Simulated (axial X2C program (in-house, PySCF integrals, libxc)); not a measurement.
# Outer orbitals of AsS⁺ at 1.941 Å, PBE0

Computed with an in-house all-electron X2C program for linear molecules (integrals from PySCF). Spin-free means the one-electron spin-free X2C Hamiltonian; two-component (2c) means X2C with spin–orbit coupling and atomic mean-field two-electron Coulomb and Gaunt terms, so the difference of the two also holds small scalar two-electron terms. Basis: As dyall-cv3z [9s9p6d4f1g], S dyall-av3z [9s8p3d2f] (cores contracted in-house); Gaussian nuclei, density fitting, unrestricted open shells. Masses: As 74.922 u, S 31.972 u.

The distance is close to the 2c PBE0 minimum; the highest filled and lowest empty levels are listed.

Spin-free orbitals, state M_S = 0, Λ = 0 (closed shell) (Löwdin shares):

```tsv
symmetry	occupied	ε (eV)	atomic character
σα	yes	-28.90	52% S s, 24% As s, 10% As p
σα	yes	-22.44	40% As s, 26% S s, 20% S p
σα	yes	-16.52	44% S p, 38% As p, 9% As s
π-α	yes	-16.00	63% S p, 29% As p, 3% As d
π+α	yes	-16.00	63% S p, 29% As p, 3% As d
π-α	no	-10.21	51% As p, 28% S p, 11% S d
π+α	no	-10.21	51% As p, 28% S p, 11% S d
σα	no	-5.41	33% As p, 24% As d, 18% S p
σα	no	-4.27	56% S s, 16% S d, 11% S p
```

One partner of each degenerate Kramers or spin pair is listed.

Spinors with spin–orbit coupling (state Ω = 0):

```
  ω  occupied  ε (eV)             atomic character     λ mixture
1/2       yes  -28.90  52% S s, 24% As s, 10% As p        100% σ
1/2       yes  -22.44   40% As s, 26% S s, 20% S p        100% σ
1/2       yes  -16.52   44% S p, 38% As p, 9% As s  100% σ, 0% π
1/2       yes  -16.04   62% S p, 30% As p, 3% As d        100% π
3/2       yes  -15.95   64% S p, 28% As p, 3% As d        100% π
1/2        no  -10.28   50% As p, 28% S p, 11% S d        100% π
3/2        no  -10.13   52% As p, 27% S p, 11% S d        100% π
1/2        no   -5.41  33% As p, 24% As d, 18% S p        100% σ
1/2        no   -4.27    56% S s, 16% S d, 11% S p        100% σ
```

One partner of each degenerate Kramers or spin pair is listed.

Question: How does the gap between the highest filled and lowest empty level change from the spin-free to the 2c table?

Answer: From 5.79 to 5.67 eV at PBE0, a change of -0.12 eV.

Mulliken charges and populations of the two-component result (they depend on the basis, above all on diffuse functions):

As 0.82 e (s 7.92 p 14.13 d 10.11 f 0.02), S 0.18 e (s 5.91 p 9.80 d 0.10 f 0.01).

The state is one determinant whose occupation by symmetry is held fixed; it was picked as the lowest of a PBE0 search that is not exhaustive.
